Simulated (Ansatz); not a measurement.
A structure drawn as `C=C(N)[SiH2][SiH3]`, with this starting geometry:

Cartesian coordinates in Å:
```
C 0.780 -0.261 1.674
C 0.169 0.606 0.938
N 0.419 1.937 1.066
Si -1.152 0.116 -0.387
Si -0.168 -1.407 -1.882
H 0.564 -1.345 1.700
H 1.475 0.054 2.481
H 0.227 2.542 0.193
H 1.314 2.238 1.530
H -1.583 1.295 -1.063
H -2.243 -0.577 0.346
H -1.155 -1.801 -2.889
H 0.973 -0.782 -2.546
H 0.380 -2.616 -1.160
```

The species carries charge 0 and has multiplicity 1.

Relax it with Ansatz at PBE-D4/def2-SVP and then PBE0-D4/def2-TZVP. Is the drawn bonding still there?

Yes, every drawn bond is still there and no new one forms.

Give the relaxed structure. (Best estimate.)

The calculation gave: 
Z-matrix (Å, degrees):
```
Si
Si 1 2.337
C 1 1.879 2 111.6
H 1 1.494 2 109.4 3 119.4
H 1 1.490 2 110.8 3 -123.6
H 2 1.487 1 110.4 3 -63.1
H 2 1.488 1 111.1 3 57.6
H 2 1.488 1 109.6 3 177.2
N 3 1.385 1 116.0 2 163.2
C 3 1.340 1 120.2 2 -21.6
H 9 1.006 3 116.5 1 -33.0
H 9 1.009 3 116.2 1 -169.7
H 10 1.082 3 121.3 1 0.5
H 10 1.087 3 122.0 1 -177.8
```
All modes are real.

Atoms count as bonded under 1.1 times the sum of their covalent radii (H–H under 0.85 Å, pairs among N, O and F under 1.55 Å), and a drawn bond as lost past 1.3 times.
